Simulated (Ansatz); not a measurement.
H4BN, SMILES `BN` (excited triplet) (charge 0, multiplicity 3). This triplet is an excited state, 4.52 eV above the relaxed singlet at the level composite: frozen-core CCSD(T) with HF/cc-pVQZ and the correlation energy extrapolated as X^-3 from cc-pVTZ and cc-pVQZ, plus CCSDT(Q) minus CCSD(T) in cc-pVTZ // B3LYP-D3(BJ)/def2-TZVP (Ansatz, a program for electronic structure).

Cartesian coordinates (Å):
```xyz
6

B      0.6861     0.1210    -0.3283
N     -0.7307     0.0158    -0.0738
H      1.2955     0.8386     0.4758
H      1.3173    -0.9255    -0.1297
H     -1.1253    -0.2921     0.8113
H     -1.4429     0.2422    -0.7553
```
Charge 0, spin multiplicity 3.

Frozen-core energies in cc-pVTZ from Ansatz at a geometry from B3LYP-D3(BJ)/def2-TZVP; the HF reference has <S^2> = 2.02 and the T1 diagnostic is 0.047.

| level | energy (Ha) |
|---|---|
| HF | -81.37221 |
| MP2 | -81.67625 |
| CCSD | -81.71096 |
| CCSD(T) | -81.72369 |

**Question.** Estimate the energies of CCSDT and CCSDT(Q), and give each level's difference from CCSDT(Q).

**Answer.** 
| level | energy (Ha) | difference from CCSDT(Q) (mHa) |
|---|---|---|
| MP2 | -81.67625 | 49.22 |
| CCSD | -81.71096 | 14.51 |
| CCSD(T) | -81.72369 | 1.79 |
| CCSDT | -81.72484 | 0.64 |
| CCSDT(Q) | -81.72548 | 0.00 |
